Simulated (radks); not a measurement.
Al IV, configuration [He] 2s2 2p5.75 3s0.25 (fractional occupations, a model configuration). All-electron calculation, scalar-relativistic Kohn-Sham, PBE, spin-polarised, spherical densities, point nucleus; open shells are filled with parallel spins first. Program: a radial shooting solver on a logarithmic mesh with Libxc functionals.

Local quantities along the radius. ELF = 1/(1 + alpha^2) is the electron localisation function; alpha = (tau - tau_W)/tau_unif compares the Pauli kinetic energy density with that of the uniform gas (summed over spins). tau is taken from the large components.

r (bohr)	ELF	alpha
0.006326	1.000	0.008392
0.008042	1.000	0.008868
0.01031	1.000	0.009567
0.01321	1.000	0.01057
0.01692	1.000	0.01204
0.02169	1.000	0.01426
0.02779	1.000	0.01774
0.03533	0.999	0.02326
0.04527	0.999	0.03330
0.05801	0.997	0.05277
0.07434	0.991	0.09475
0.09526	0.963	0.1966
0.1221	0.821	0.4673
0.1552	0.450	1.105
0.1989	0.207	1.959
0.2548	0.262	1.678
0.3266	0.564	0.8794
0.4185	0.794	0.5096
0.5363	0.863	0.3982
0.6817	0.857	0.4079
0.8736	0.763	0.5572
1.119	0.427	1.159
1.435	0.074	3.526
1.838	0.060	3.964
2.337	0.455	1.095
2.995	0.957	0.2132
3.838	0.998	0.04421
4.918	1.000	0.01017

On this mesh the ELF has minima near r = 0.23, 1.6 bohr, which separate the shells, and maxima near 0.60 (0.87).
